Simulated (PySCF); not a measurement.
Cd(Me)(OH), SMILES [CH3][Cd][OH] at its CAM-B3LYP/def2-SVP optimised geometry (Å):

```
7

Cd     0.0635    -0.1448     0.0000
C     -2.0197    -0.0293     0.0000
H     -2.4299    -0.4984    -0.9048
H     -2.3472     1.0196     0.0264
H     -2.4321    -0.5439     0.8787
O      2.0272    -0.1448     0.0000
H      2.4321    -1.0196     0.0081
```

Method: CAM-B3LYP/def2-TZVP, def2 effective core potentials past Kr run with PySCF 2.14.0. The core electrons that the potentials of Cd replace are not part of the density. Cells within 0.4 Å of a nucleus heavier than hydrogen are left out (blank, or x).

Map of the log10 of the electron density (e/bohr³), floored at −4 on the plane z = 0.0 Å:

```
|0000000000000000000000000000000|
|0000000000000000000000000000000|
|0000000000000000000000000000000|
|0000000000000000000000000000000|
|0000000000000000000000000000000|
|0000000000000000000000000000000|
|0000000110000000000000000000000|
|0000112221110000000000000000000|
|0001223333221111110000000000000|
|0012234444332222222111111000000|
|0012345655443333333222322210000|
|0123456776544445444334443321000|
|0123457876655566655455554432100|
|0123457777666678776566765532100|
|01234567xx766799986678886543100|
|0123467xxx7778xxx9778xxx7543200|
|01234577xx7778xxx9778xx87643200|
|0123456777666799986678887643100|
|0123455666655678776667787543100|
|0012344555555566655556676542100|
|0012233444444445444445555432100|
|0001122333333333333333444321000|
|0000011122222222222222332210000|
|0000000001111111111111111100000|
|0000000000000000000000000000000|
|0000000000000000000000000000000|
|0000000000000000000000000000000|
|0000000000000000000000000000000|
|0000000000000000000000000000000|
|0000000000000000000000000000000|
|0000000000000000000000000000000|
```
Scale: ten equal steps from -4.00 (start of '0') to 0.342 (end of '9'), in the order '0123456789'; x runs from -4.50 to 4.50, y from -4.50 (bottom) to 4.50 (top).
